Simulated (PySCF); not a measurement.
## Stretching MgHg

Set-up: Mg cc-pVDZ, Hg cc-pVDZ-PP with ECP60; scalar-relativistic core potentials (PySCF 2.14). Energies in eV from Mg + Hg in their ground configurations at the same level. State: ¹Σ⁺ (singlet), closed shell.

All columns are B2PLYP. A positive dipole means Mg(−)Hg(+).

```csv
R (Å),E (eV),μ (D),Mulliken charge on Mg (basis-dependent),HOMO (eV),LUMO (eV),Mayer bond order,⟨S²⟩
3.008,0.070,0.11,0.12,-5.50,-0.51,0.33,0.00
3.148,0.029,0.06,0.11,-5.59,-0.46,0.26,0.00
3.288,0.005,0.02,0.09,-5.66,-0.41,0.21,0.00
3.393,-0.006,0.00,0.08,-5.71,-0.37,0.18,0.00
3.498,-0.013,-0.02,0.07,-5.75,-0.34,0.15,0.00
3.603,-0.017,-0.03,0.06,-5.79,-0.31,0.12,0.00
3.743,-0.020,-0.05,0.05,-5.83,-0.31,0.10,0.00
3.918,-0.020,-0.05,0.04,-5.88,-0.30,0.07,0.00
4.128,-0.019,-0.06,0.03,-5.91,-0.29,0.05,0.00
4.407,-0.015,-0.05,0.02,-5.94,-0.27,0.03,0.00
```

A fit through these points gives, at Re = 3.852 Å, μ = -0.05 D and dμ/dR = -0.0395 D/Å; the reduced mass is 21.44 u.

Task: How strong is the fundamental in the double-harmonic approximation, I = 42.26·(dμ/dR)²/μred km/mol?

Result: I = 42.26·(-0.0395)²/21.44 = 0.00308 km/mol at B2PLYP.

Correlated steps freeze 1 core orbital. Closed-shell solutions of metal pairs were not tested for spin polarisation, which can lower them a little. The bond is weak. Basis-set superposition, not corrected here, can be much of De in a small basis, most of all at correlated wavefunction levels. Functionals without a dispersion term scatter widely for such bonds, and LDA overbinds them. Spin–orbit coupling is left out. B2PLYP dipoles, levels and charges come from its SCF part alone.
